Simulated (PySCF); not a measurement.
FNa, charge -1, doublet, at the geometry of the source list (a state made from the parent by changing its charge; the spin is typed, not shown lowest) (in this run its highest filled SCF level lies above zero, so its values depend strongly on the basis, on diffuse functions most of all); PBE/def2-SVP (PySCF).

Input for PySCF:
```python
from pyscf import gto, scf, dft

mol = gto.Mole()
mol.atom = '''
    Na   -0.46820000   -0.38610000   -0.63250000
    F     0.46820000    0.38610000    0.63250000
'''
mol.basis = 'def2-svp'
mol.charge = -1
mol.spin = 1
mol.verbose = 4
mol.build()

mf = dft.UKS(mol)
mf.xc = 'pbe'
mf.grids.atom_grid = (50, 194)
mf.kernel()
```

Q: Write the output that PySCF gives for this input, abridged.

A: 
```
PySCF version 2.14.0

[INPUT] verbose = 4
[INPUT] num. atoms = 2
[INPUT] num. electrons = 21
[INPUT] charge = -1
[INPUT] spin (= nelec alpha-beta = 2S) = 1
[INPUT] symmetry False subgroup None
[INPUT] Mole.unit = angstrom
[INPUT] Symbol           X                Y                Z      unit          X                Y                Z       unit  Magmom
[INPUT]  1 Na    -0.468200000000  -0.386100000000  -0.632500000000 AA   -0.884769771521  -0.729623256695  -1.195251773787 Bohr   0.0
[INPUT]  2 F      0.468200000000   0.386100000000   0.632500000000 AA    0.884769771521   0.729623256695   1.195251773787 Bohr   0.0

nuclear repulsion = 29.8833590169997
number of shells = 13
number of NR pGTOs = 57
number of NR cGTOs = 29
basis = def2-svp
ecp = {}

******** <class 'pyscf.dft.uks.UKS'> ********
method = UKS
initial guess = minao
damping factor = 0
level_shift factor = 0
DIIS = <class 'pyscf.scf.diis.CDIIS'>
diis_start_cycle = 1
diis_space = 8
diis_damp = 0
SCF conv_tol = 1e-09
SCF conv_tol_grad = None
SCF max_cycles = 50
direct_scf = True
direct_scf_tol = 1e-13
number electrons alpha = 11  beta = 10
XC library pyscf.dft.libxc version 7.1.2
    S. Lehtola, C. Steigemann, M. J. T. Oliveira, and M. A. L. Marques,  SoftwareX 7, 1–5 (2018)
XC functionals = pbe
    J. P. Perdew, K. Burke, and M. Ernzerhof,  Phys. Rev. Lett. 77, 3865 (1996)
    J. P. Perdew, K. Burke, and M. Ernzerhof,  Phys. Rev. Lett. 78, 1396 (1997)
    J. P. Perdew, K. Burke, and M. Ernzerhof,  Phys. Rev. Lett. 77, 3865 (1996)
    J. P. Perdew, K. Burke, and M. Ernzerhof,  Phys. Rev. Lett. 78, 1396 (1997)
radial grids:
    Treutler-Ahlrichs [JCP 102, 346 (1995); DOI:10.1063/1.469408] (M4) radial grids

becke partition: Becke, JCP 88, 2547 (1988); DOI:10.1063/1.454033
pruning grids: <function nwchem_prune>
grids dens level: 3
symmetrized grids: False
atomic radii adjust function: <function treutler_atomic_radii_adjust>
User specified grid scheme (50, 194)
small_rho_cutoff = 0
Set gradient conv threshold to 3.16228e-05
tot grids = 12720
init E= -261.69623233082

cycle= 1 E= -261.648201044141  delta_E= 0.048  |g|= 0.631  |ddm|= 0.71
cycle= 2 E= -252.091449476543  delta_E= 9.56  |g|= 2.74  |ddm|= 12.1
cycle= 3 E= -261.795451714384  delta_E= -9.7  |g|= 0.149  |ddm|= 10.8
cycle= 4 E= -261.815879238038  delta_E= -0.0204  |g|= 0.0256  |ddm|= 0.591
cycle= 5 E= -261.816524199405  delta_E= -0.000645  |g|= 0.00219  |ddm|= 0.0939
cycle= 6 E= -261.816529035518  delta_E= -4.84e-06  |g|= 0.000441  |ddm|= 0.00798
cycle= 7 E= -261.816529165785  delta_E= -1.3e-07  |g|= 6.92e-05  |ddm|= 0.00139
cycle= 8 E= -261.816529170574  delta_E= -4.79e-09  |g|= 9.07e-06  |ddm|= 0.000259
cycle= 9 E= -261.816529170652  delta_E= -7.74e-11  |g|= 3.31e-06  |ddm|= 2.56e-05
Extra cycle  E= -261.816529170627  delta_E= 2.48e-11  |g|= 8.92e-06  |ddm|= 1.61e-05
converged SCF energy = -261.816529170627  <S^2> = 0.7504209  2S+1 = 2.0004209
```
